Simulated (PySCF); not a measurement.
## Two-component Hartree-Fock for N (nitrogen, neutral)

Start: [He] 2s1 2p4; 2s1/2 filled at m_j = +1/2; 2p1/2 filled at m_j = +1/2; 2p3/2 filled at m_j = -1/2, +1/2, +3/2. Calculated with PySCF 2.14 in x2c-TZVPall-2c: generalised Hartree-Fock with the X2C-1e Hamiltonian and a Gaussian nucleus; one run each with spin-orbit coupling (SO) switched off, then screened by Boettger's factors. This is a chosen level, not necessarily the ground level.

| spinor shell | electrons | ε, spin-free (eV) | ε, screened SO (eV) | weight of nominal j (screened SO) | rms radius, screened SO (bohr) |
| --- | --- | --- | --- | --- | --- |
| 1s1/2 | 2 | -426.49 | -426.49 | 1.000 | 0.265 |
| 2s1/2 | 1 | -32.968 | -32.965 | 1.000 | 1.40 |
| 2p3/2 | 3 | -14.549 | -16.684 | 0.666 | 1.54 |
| 2p1/2 | 1 | -14.549 | -8.144 | 0.666 | 1.95 |

```json
{"quantity": "E (hartree)", "spin-free": "-54.02797", "screened SO": "-54.02812"}
{"quantity": "M_J", "spin-free": "5/2", "screened SO": "5/2"}
{"quantity": "⟨J²⟩", "spin-free": "8.795", "screened SO": "8.795"}
{"quantity": "⟨L²⟩", "spin-free": "2.002", "screened SO": "2.002"}
{"quantity": "⟨S²⟩", "spin-free": "3.794", "screened SO": "3.793"}
```

Each row is a mean over spinors that exchange with the open shell spreads, by up to 3.789 eV (1s1/2).

Rows whose weight is well below 1 are mixtures of j = l ± 1/2: exchange outweighs spin-orbit coupling there, and the label is only the starting occupation.

Without spin-orbit coupling the j labels of p, d and f shells carry no meaning; the spin-free column gives the mean over the occupied spinors of each nl shell.
